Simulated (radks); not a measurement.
Results of a calculation; reference values are marked as such.
Q: Cr III, 22 electrons, occupied as [Ar] 3d4. Code: a radial shooting solver on a logarithmic mesh with Libxc functionals. Model: non-relativistic Kohn-Sham, LDA (Slater exchange, VWN5 correlation), spin-polarised, spherical densities, point nucleus; open shells are filled with parallel spins first. Some entries of the table are withheld. Estimate them.

| orbital | occ. | eigenvalue (Ry) | <r> (bohr) | <1/r> (bohr^-1) |
|---|---|---|---|---|
| 1s down | 1 | -429.2915 | 0.06431 | 23.48 |
| 1s up | 1 | -429.2915 | 0.06431 | 23.48 |
| 2s up | 1 | -49.82650 | 0.2970 | 4.962 |
| 2s down | 1 | -49.70023 | 0.2966 | 4.971 |
| 2p up | 3 | -42.63645 | 0.2616 | (1) |
| 2p down | 3 | -42.53974 | 0.2610 | (2) |
| 3s up | 1 | -6.95935 | 0.9067 | 1.556 |
| 3s down | 1 | -6.66821 | 0.9098 | 1.550 |
| 3p up | 3 | -4.95836 | (3) | 1.435 |
| 3p down | 3 | -4.67310 | (4) | 1.426 |
| 3d up | 4 | -1.80139 | 1.202 | 1.100 |
| 3d down | 0 | -1.53969 | 1.258 | 1.068 |

A: 
(1) 2p up <1/r> (bohr^-1): 4.916
(2) 2p down <1/r> (bohr^-1): 4.923
(3) 3p up <r> (bohr): 0.9586
(4) 3p down <r> (bohr): 0.9643
